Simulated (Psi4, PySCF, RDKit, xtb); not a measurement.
Internal rotation in SMILES c1sc(C=C)cc1 (C6H6S). Scanned: dihedral C1–C2–C3–S7; all other coordinates were relaxed at GFN2-xTB. Points at φ and −φ are mirror images. Heavy atoms are numbered in the order of the SMILES C=Cc1cccs1, hydrogens after them in the order of the atoms that carry them; the mirror image has the same energies with the sign of each dihedral reversed.

- GFN1-xTB // GFN2-xTB (xtb)
- RMP2/3-21G = restricted MP2 (frozen core)/3-21G // GFN2-xTB run with PySCF
- UFF // GFN2-xTB (RDKit)
- MP2/cc-pVTZ = DF-MP2 (frozen core)/cc-pVTZ // GFN2-xTB in Psi4 1.11

Energies relative to the lowest point of each profile, in kJ/mol; the last columns give the difference from MP2:

```csv
φ / °,GFN1-xTB,RMP2/3-21G,UFF,MP2/cc-pVTZ,GFN1-xTB − MP2/cc-pVTZ,RMP2/3-21G − MP2/cc-pVTZ,UFF − MP2/cc-pVTZ
-165,3.5,6.2,2.9,4.9,-1.4,1.3,-2.0
-150,5.9,6.2,6.1,6.0,-0.1,0.2,0.1
-135,10.1,7.3,12.3,8.8,1.3,-1.5,3.5
-120,15.3,9.3,20.8,13.1,2.2,-3.8,7.8
-105,20.1,11.3,29.5,17.3,2.8,-6.0,12.2
-90,22.2,12.4,33.3,19.1,3.1,-6.7,14.2
-75,20.6,12.2,29.0,17.5,3.1,-5.3,11.5
-60,15.8,10.1,20.2,13.2,2.6,-3.1,6.9
-45,9.8,6.7,11.4,8.0,1.8,-1.3,3.4
-30,4.6,3.2,4.9,3.6,1.0,-0.3,1.3
-15,1.2,0.8,1.2,0.9,0.3,0.0,0.3
0,0.0,0.0,0.0,0.0,0.0,0.0,0.0
15,1.2,0.8,1.2,0.9,0.3,0.0,0.3
30,4.6,3.2,4.9,3.6,1.0,-0.3,1.3
45,9.8,6.7,11.4,8.0,1.8,-1.3,3.4
60,15.8,10.1,20.2,13.2,2.6,-3.1,6.9
75,20.6,12.2,29.0,17.5,3.1,-5.3,11.5
90,22.2,12.4,33.3,19.1,3.1,-6.7,14.2
105,20.1,11.3,29.5,17.3,2.8,-6.0,12.2
120,15.3,9.3,20.8,13.1,2.2,-3.8,7.8
135,10.1,7.3,12.3,8.8,1.3,-1.5,3.5
150,5.9,6.2,6.1,6.0,-0.1,0.2,0.1
165,3.5,6.2,2.9,4.9,-1.4,1.3,-2.0
180,2.7,6.3,2.0,4.7,-2.0,1.6,-2.7
```

GFN1-xTB is furthest from MP2/cc-pVTZ at -90 (3.1 kJ/mol, above); its mean absolute difference over the points is 1.7 kJ/mol.

RMP2/3-21G is furthest from MP2/cc-pVTZ at -90 (-6.7 kJ/mol, below); its mean absolute difference over the points is 2.5 kJ/mol.

UFF is furthest from MP2/cc-pVTZ at -90 (14.2 kJ/mol, above); its mean absolute difference over the points is 5.4 kJ/mol.
